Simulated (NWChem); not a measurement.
Species: CH$_{3}$O$_{2}$ cation; SMILES O=C[OH2+]

```xyz
6

O     -0.2757     1.2351    -0.0725
C      0.4625     0.3609    -0.0140
O     -0.1677    -1.0858     0.0368
H      1.5542     0.2066    -0.0011
H      0.3223    -1.8936     0.2929
H     -1.1415    -1.1597     0.1267
```
Atoms are numbered in this order, from 1.

Results from NWChem. Pople sets run with spherical d functions. STO-3G and 3-21G are far too small for this property and stand as cheap habits. All runs use the structure optimised with PBE0/def2-SVP. Field at 589 nm.

```
level              isotropic polarisability (bohr³)  anisotropy (bohr³)  relative time
-----------------  --------------------------------  ------------------  -------------
B3LYP/STO-3G                                   10.3                11.9              1
B3LYP/6-31G*                                   16.2                12.6              4
B3LYP/def2-SVP                                 16.3                11.9              5
B3LYP/def2-SVPD                                20.0                11.1              9
B3LYP/aug-cc-pVDZ                              20.2                11.6             20
B3LYP/def2-TZVPD                               20.3                11.4             40
```

Relative times are rough (shared machine, one core).
